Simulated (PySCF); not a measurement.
# Exercise with solution: oscillator strength and radiative lifetime

Zr(OH)2(H)2 (H₄O₂Zr), SMILES [OH][ZrH2][OH], multiplicity 1.

Geometry: r2SCAN-D4/def2-TZVP. The multiplicity is an assumed one; other spin states were not compared. The def2 effective core potentials stand for the cores of Zr; spin–orbit coupling is left out. The values are those of a single conformer.

TDA-PBE/def2-SVPD (PySCF) puts the first singlet state with f over 0.02 at 4.89 eV (vertical), with the transition dipole (0.000, 0.000, -0.581) in atomic units.

### Question
Find the oscillator strength, the wavelength and the radiative lifetime that this transition would have in vacuum if emission retraced absorption.

### Answer

|μ|² = 0.3376 au, so |μ| = 1.48 D. ΔE = 4.89/27.211 = 0.1797 hartree. f = (2/3) ΔE |μ|² = 0.040 (the program prints 0.040).
λ = 1239.84/4.89 = 254 nm; ν = 39440 cm⁻¹.
Einstein's coefficient A = 0.6670 ν² f s⁻¹ (ν in cm⁻¹) = 4.2e7 s⁻¹, so τ = 1/A = 24 ns. This state is S2; the lower singlet has f = 0.001. The figure is the radiative limit of this one transition; relaxation, internal conversion, crossing to triplets and a medium change what is measured.
